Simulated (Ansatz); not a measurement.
`[SiH3][SiH2][CH2][InH2]` → `[SiH3][CH2][InH2]` + `[SiH2]`  (silylene loss)

Gas-phase electronic energies from Ansatz, PBE0-D4/def2-TZVP geometries. CCSD(T)/CBS adds triple-zeta CCSD(T) − MP2 to the extrapolated MP2 energy (def2 sets, frozen cores). This one scheme is used for every species. Functionals use def2-TZVPP. HSE06 is defined as in plane-wave codes. def2 core potentials past Kr. For In outer-core shells are correlated without core-valence functions, which leaves a few kJ/mol of doubt a bond. One conformer a species, not always the lowest.

```json
{"level": "LDA (SPW92)", "ΔE (kcal/mol)": "69.0", "difference from CCSD(T)/CBS": "10.3"}
{"level": "HSE06-D4", "ΔE (kcal/mol)": "62.6", "difference from CCSD(T)/CBS": "3.9"}
{"level": "BHLYP-D4", "ΔE (kcal/mol)": "58.2", "difference from CCSD(T)/CBS": "-0.5"}
{"level": "B2PLYP", "ΔE (kcal/mol)": "54.9", "difference from CCSD(T)/CBS": "-3.8"}
{"level": "BLYP", "ΔE (kcal/mol)": "49.0", "difference from CCSD(T)/CBS": "-9.7"}
{"level": "HF/def2-SVP", "ΔE (kcal/mol)": "46.8", "difference from CCSD(T)/CBS": "-11.9"}
{"level": "SCS-MP2/def2-TZVPP", "ΔE (kcal/mol)": "55.9", "difference from CCSD(T)/CBS": "-2.8"}
{"level": "CCSD/def2-TZVPP", "ΔE (kcal/mol)": "54.3", "difference from CCSD(T)/CBS": "-4.4"}
{"level": "SCS-MP2/def2-QZVPP", "ΔE (kcal/mol)": "57.4", "difference from CCSD(T)/CBS": "-1.3"}
{"level": "CCSD/CBS(def2)", "ΔE (kcal/mol)": "56.9", "difference from CCSD(T)/CBS": "-1.8"}
{"level": "CCSD(T)/CBS", "ΔE (kcal/mol)": "58.7", "difference from CCSD(T)/CBS": "0"}
```

Largest T1 diagnostic among the species: 0.014.

From BLYP to BHLYP (50 % exact exchange), in def2-TZVPP and without D4, ΔE moves by +4.7 kcal/mol. Leaving LDA and LC-ωPBE aside and taking each functional with its dispersion term where it has one, the values, not all of them listed here, spread over 9.2 kcal/mol, from BLYP-D4 to r2SCAN-D4. LDA lies +10.1 kcal/mol from PBE without D4. The D4 term adds +4.6 kcal/mol with B3LYP and +2.5 kcal/mol with PBE0; it sums over pairs of atoms, weighted by their polarisabilities, and B3LYP, whose exchange is more repulsive, gets the larger term.

CCSD(T)/CBS has its own doubt, a few kJ/mol and more with outer-core shells, so smaller differences from it don't rank the levels.

B3LYP here is the variant with VWN-RPA as its local correlation; programs differ in this.
